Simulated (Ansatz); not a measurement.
Coupled-cluster run, F₂H₂HfO₂, SMILES `[OH][Hf]([OH])([F])[F]`.

```yaml
crystal:
  periodic: [false, false, false]
  atoms:
    - {symbol: O, position_ang: [-1.295895, 0.725486, 0.814100]}
    - {symbol: Hf, position_ang: [-0.033933, 0.072030, -0.463305]}
    - {symbol: O, position_ang: [1.382682, -0.908870, 0.362771]}
    - {symbol: F, position_ang: [-0.938734, -1.065867, -1.709907]}
    - {symbol: F, position_ang: [0.708518, 1.553471, -1.423297]}
    - {symbol: H, position_ang: [-1.851204, 0.997267, 1.536390]}
    - {symbol: H, position_ang: [2.028557, -1.373516, 0.883239]}
basis:
  gaussian: {orbitals: def2-SVP}
correlation: {method: ccsd_t}
```

```sh
$ ansatz run in.yaml --threads 4 --pin off --events-out ev --progress --plain --max-ram 10444MiB
```

Output of Ansatz, abridged:

```
Functional definition: HF
938 factors; integrals over basis functions are off by at most 4.8e-4 eV
mean field evaluation 1: about -10803.3531 eV, gradient 6.3e1 eV
mean field evaluation 2: about -10803.4365 eV, gradient 6.3e1 eV
mean field evaluation 4: about -10810.2726 eV, gradient 2.0e0 eV
mean field evaluation 8: about -10810.3198 eV, gradient 1.1e-1 eV
mean field -10810.31980646 eV, -397.2719253893 hartree, gradient 1.7e-6 eV, S^2 0.000000; 0 other end points of the search recorded, 0 dependent functions left out
4 core orbitals not correlated: weight in the atoms' cores, before any rotation towards them, 1.000 or more for the frozen orbitals, at most 0.000 for the correlated occupied ones
reference -10810.31980646 eV, -397.2719253893 hartree; 20, 20 occupied and 74, 74 virtual orbitals, 938 factors
second order -26.51774557 eV of doubles, -0.00000000 eV of singles
cycle   1  -25.83899179 eV  change    6.8e-1 eV  update   1.5e-1
cycle   2  -26.47334844 eV  change   -6.3e-1 eV  update   5.5e-2
cycle   3  -26.65062072 eV  change   -1.8e-1 eV  update   2.5e-2
cycle   4  -26.64525400 eV  change    5.4e-3 eV  update   5.5e-3
cycle   5  -26.63531491 eV  change    9.9e-3 eV  update   1.7e-3
cycle   6  -26.63497031 eV  change    3.4e-4 eV  update   6.2e-4
cycle   7  -26.63521244 eV  change   -2.4e-4 eV  update   1.7e-4
cycle   8  -26.63509385 eV  change    1.2e-4 eV  update   6.4e-5
cycle   9  -26.63509196 eV  change    1.9e-6 eV  update   1.6e-5
perturbative correction -0.60276384 eV, -0.0221511625 hartree
Total energy: -10837.55766226 eV, -398.2728981275 hartree
```

Run time 7.5 s (4 threads of an Arm Neoverse V1 on a shared host); peak host memory 0.51 GiB.

Correlation energy per correlated electron: -0.681 eV. T1 diagnostic: 0.0165.
